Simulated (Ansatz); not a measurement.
Ansatz (a program for electronic structure) input (CCSD(T)/aug-cc-pVDZ):

Ansatz 0.2 input:
```yaml
crystal:
  periodic: [false, false, false]
  atoms:
    - {symbol: C, position_ang: [-0.80042926, -0.57525835, -0.26166469]}
    - {symbol: C, position_ang: [0.51326869, -0.37783938, -0.03810045]}
    - {symbol: O, position_ang: [0.02321352, 0.80488291, 0.22491673]}
    - {symbol: H, position_ang: [1.53725527, -0.72047688, -0.00074301]}
basis:
  gaussian:
    orbitals: aug-cc-pVDZ
magnetization: {spin_polarized: true, initial_magnetization: 1}
correlation: {method: ccsd_t, electrons: outside_noble_gas}
output: {forces: true}
```

Output:

```
Functional definition: HF
integrals: 0.10 GiB planned
782 factors; integrals over basis functions are off by at most 5.2e-4 eV
mean field: 0.17 GiB planned
mean field evaluation 1: about -4107.7965 eV, gradient 1.7e1 eV
mean field evaluation 2: about -4107.7975 eV, gradient 1.7e1 eV
mean field evaluation 4: about -4109.2448 eV, gradient 3.0e0 eV
mean field evaluation 8: about -4109.3894 eV, gradient 3.5e-1 eV
mean field evaluation 16: about -4109.4005 eV, gradient 2.6e-6 eV
mean field evaluation 32: about -4107.3381 eV, gradient 7.9e-5 eV
mean field evaluation 64: about -4106.4500 eV, gradient 6.2e-1 eV
mean field evaluation 96: about -4106.3747 eV, gradient 4.1e-1 eV
mean field -4109.40046344 eV, -151.0176815796 hartree, gradient 2.6e-6 eV, S^2 0.814933; 1 other end points of the search recorded, 0 dependent functions left out
determinant -4109.40046344 eV, -151.0176815796 hartree, with singles and doubles -4121.53961402 eV, -151.4637871353 hartree
determinant -4107.33807044 eV, -150.9418900350 hartree, with singles and doubles -4119.02106980 eV, -151.3712323423 hartree
3 core orbitals not correlated
reference -4109.40046344 eV, -151.0176815796 hartree; 8, 7 occupied and 67, 68 virtual orbitals, 782 factors
densities: 0.59 GiB planned
second order -11.45055644 eV of doubles, -0.00000000 eV of singles
coupled cluster: 0.43 GiB planned
cycle   1  -12.11212136 eV  change   -3.3e-1 eV  update   2.4e-2
cycle   2  -12.13433887 eV  change   -2.2e-2 eV  update   6.4e-3
cycle   3  -12.13607994 eV  change   -1.7e-3 eV  update   3.4e-3
cycle   4  -12.13809862 eV  change   -2.0e-3 eV  update   1.3e-3
cycle   5  -12.13880620 eV  change   -7.1e-4 eV  update   6.8e-4
cycle   6  -12.13964769 eV  change   -8.4e-4 eV  update   3.9e-4
cycle   7  -12.13975356 eV  change   -1.1e-4 eV  update   1.7e-4
cycle   8  -12.13986678 eV  change   -1.1e-4 eV  update   8.0e-5
cycle   9  -12.13982659 eV  change    4.0e-5 eV  update   3.7e-5
cycle  10  -12.13982288 eV  change    3.7e-6 eV  update   2.0e-5
cycle  11  -12.13981548 eV  change    7.4e-6 eV  update   9.2e-6
cycle  12  -12.13981233 eV  change    3.1e-6 eV  update   4.0e-6
cycle  13  -12.13981184 eV  change    4.9e-7 eV  update   1.6e-6
cycle  14  -12.13981175 eV  change    8.4e-8 eV  update   7.8e-7
coupled cluster: 0.43 GiB planned
perturbative correction -0.57930028 eV, -0.0212888927 hartree
the calculation of the forces begins
Total energy: -4122.11957547 eV, -151.4851003256 hartree
Atom 0 at    -0.800429    -0.575258    -0.261665 Å, force    -1.731675    -0.523399    -0.367258 eV/Å
Atom 1 at     0.513269    -0.377839    -0.038100 Å, force     1.528899    -0.549912     0.045210 eV/Å
Atom 2 at     0.023214     0.804883     0.224917 Å, force    -0.218868     1.220648     0.308388 eV/Å
Atom 3 at     1.537255    -0.720477    -0.000743 Å, force     0.421643    -0.147336     0.013659 eV/Å
Dipole moment:     0.593360    -0.175443     0.028017 e Å
```

It need not be the lowest isomer of its formula.
